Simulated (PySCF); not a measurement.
CoH₂⁺ at several levels of theory

All levels use the PBE0 minimum (triplet; Co–H 1.796 Å (×2), H–H 0.794 Å; Co–H–H 77.2° (×2), H–Co–H 25.5°), basis [Co def2-TZVP, H def2-TZVP], no relativity, density fitting, no spin–orbit coupling, PySCF. For vertical energies the ionised species is a quartet (spins chosen at PBE0 and kept) and the electron-attached one a quartet. Open shells are unrestricted, also as the reference of the correlated levels. Dipoles are about the centre of mass. A dash marks a value that was not computed or is not defined at that level.

```
  level  vertical IP (eV)  vertical EA (eV)  −ε(HOMO) (eV)  dipole (D)
   PBE0             16.50              6.78          13.31        0.38
     HF             13.55              5.59          17.83        0.36
    MP2             16.64              6.40              –           –
    PBE             17.10              7.10          11.68        0.38
CCSD(T)             15.85              6.40              –           –
 r2SCAN             16.76              7.05          11.77        0.31
  B3LYP             16.86              6.92          13.18        0.40
  TPSSh             16.53              6.85          12.26        0.33
r2SCANh             16.57              6.94          12.43        0.32
 M06-2X             16.14              6.41          15.25        0.49
```

For CoH₂⁺ itself CCSD(T) correlates 18 electrons; T1 = 0.026, D1 = 0.109, (T) = -27 kJ/mol.

**Question.** Which levels differ least and most from CCSD(T) in the vertical IP?

**Answer.** Least: M06-2X (+0.29 eV); most: HF (-2.30 eV).

Other spin states or occupations of the open shell can lie lower.
